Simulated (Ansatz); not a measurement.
This geometry of AlF$_{3}$H$_{2}$ (6 atoms, charge 0, multiplicity 1) is a first-order saddle point.

The calculation used RKS BHLYP-D4/def2-SVP in Ansatz 0.2.0.

```xyz
6
Properties=species:S:1:pos:R:3
Al 0.011 -0.198 0.016
H 0.018 0.047 1.680
F 1.423 0.143 -0.743
F -1.427 0.079 -0.719
F 0.055 -1.867 0.798
H 0.046 -1.102 1.581
```

(1) Which two structures does it join? (They come from a converged band through this point; their orientation in space is the band's.)

(2) How far does it lie above each of them?

Answers

(1) Bonds broken: Al1–H2, F5–H6. Bonds formed: H2–H6. AlF3H2 becomes AlF3 + H2.

First end point:

```xyz
6
Properties=species:S:1:pos:R:3
Al 0.004 0.083 0.113
H 0.000 0.688 1.556
F 1.409 0.058 -0.755
F -1.411 -0.011 -0.735
F 0.055 -1.813 0.756
H 0.071 -1.903 1.677
```

Last end point:

```xyz
6
Properties=species:S:1:pos:R:3
Al 0.019 -0.601 -0.208
H 0.012 0.162 1.806
F 1.409 0.198 -0.538
F -1.411 0.134 -0.511
F 0.059 -2.205 0.130
H 0.039 -0.586 1.933
```

(2) 0.35 eV above the first and 1.36 eV above the second. This is the barrier of this one path; another mechanism may lie lower. The orbitals stay closed-shell, which can raise the energy where a bond breaks towards radicals; this wasn't checked here.

Run time: 100 s on 1 thread of Arm Neoverse V2, on a shared host, peak memory 0.13 GiB.
